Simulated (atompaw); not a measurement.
## Varying the PAW (atompaw) potential for iron (Fe)

Base potential:

iron (Fe), PAW, made with atompaw 4.2.0.5 (PBE, scalar-relativistic). Core [Ne] 3s2, reference 3p6 3d6 4s2 4p0. Waves: 4s (bound): rc 2.80 bohr; 4s channel at 0.05 Ry: rc 2.80 bohr; 3p (bound): rc 1.00 bohr; 4p (bound, empty): rc 2.80 bohr; 3d (bound): rc 1.55 bohr; 3d channel at 4.45 Ry: rc 1.55 bohr. Local part: vpsmatchnc scheme with l = 3 at 0.5 Ry, radius 2.35 bohr. Core correction: smooth core density matched at 1.55 bohr. Augmentation charge: sinc compensation charge, radius 2.05 bohr; PAW radius 2.80 bohr; waves and projectors: custom polynom2 7 10 vanderbiltortho.

Cutoffs, loose and tight: the cutoffs (Ry, on a coarse ladder) from which the occupation-weighted sum of valence levels, in a spherical-Bessel basis at the reference potential, stays within 10 and 1 mRy of its value at 400 Ry. They see the waves, projectors and local potential, not the compensation charge or the core. A dash means not determined.

A true bound ghost makes a file unfit for plane-wave use even where its test errors are small: the radial tests pick states by their node count and pass the ghost by.

Cutoffs are not given where the Bessel-basis levels miss the radial ones by over 6 mRy, ghosts where they miss by over 20 mRy; a channel whose overlap is not positive is not tested.

| change | outcome | cutoff, loose | cutoff, tight | bound ghosts |
| --- | --- | --- | --- | --- |
| base | generated | – | – | not determined |
| local potential ultrasoft scheme with l = 3 at 0.5 Ry, radius 2.35 bohr | generated | – | – | not determined |
| wave 4s channel at 0.05 Ry: rc 2.80 bohr becomes 4s channel at 0.05 Ry: rc 1.50 bohr | failed: atompaw: The overlap operator has at least one negative eigenvalue! | – | – | – |
| all radii scaled by about 1.04 (s 2.90, p 1.04, d 1.60 bohr); local potential vpsmatchnc scheme with l = 3 at 0.5 Ry, radius 2.44 bohr; augmentation sinc compensation charge, radius 2.12 bohr; PAW radius 2.90 bohr; waves and projectors: custom polynom2 7 10 vanderbiltortho; core correction smooth core density matched at 1.60 bohr | generated | – | – | none |
| wave 4s channel at 0.05 Ry: rc 2.80 bohr becomes 4s channel at 3.95 Ry: rc 2.80 bohr | generated | – | – | not determined |
| core [Ne], valence charge 16; reference 3s2 3p6 3d6 4s0.5 4p0; waves now 3s (bound): rc 1.00 bohr; 4s (bound): rc 1.95 bohr; 3p (bound): rc 1.05 bohr; 4p (bound): rc 1.65 bohr; 3d (bound): rc 1.95 bohr; 3d channel at -0.9 Ry: rc 1.95 bohr; local potential vpsmatchnc scheme with l = 3 at 0.5 Ry, radius 1.80 bohr; core correction smooth core density matched at 1.60 bohr; augmentation sinc compensation charge, radius 1.85 bohr; PAW radius 1.95 bohr; waves and projectors: custom polynom2 7 10 vanderbiltortho | generated | – | – | none |
| local potential vpsmatchnc scheme with l = 3 at 0.5 Ry, radius 2.50 bohr | generated | – | – | not determined |
| reference 3p6 3d7 4s1 4p0 | generated | – | – | not determined |
| augmentation sinc compensation charge, radius 1.78 bohr; PAW radius 2.80 bohr; waves and projectors: custom polynom2 7 10 vanderbiltortho | generated | – | – | not determined |

**Question.** What comes out with this change to the base: augmentation sinc compensation charge, radius 2.05 bohr; PAW radius 2.80 bohr; waves and projectors: custom rrkj gramschmidtortho?

**Answer.** outcome: generated; cutoff, loose: 80 Ry; cutoff, tight: 160 Ry; bound ghosts: s.
